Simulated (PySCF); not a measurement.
A structure optimised at PBE-D3(BJ)/def2-TZVP, used in a PySCF frequency run:

```xyz
3

Bi     0.0000     0.0000     0.4588
Cl     0.0000     1.8793    -1.1201
Cl     0.0000    -1.8793    -1.1201
```
Charge 0, spin multiplicity 2.

**Question.** Write its SMILES, formula and point group.

**Answer.** [Cl][Bi][Cl], BiCl2, C2v

**Question.** What are its rotational constants (standard atomic weights)?

**Answer.** 3.8291, 2.0184, 1.3217 GHz
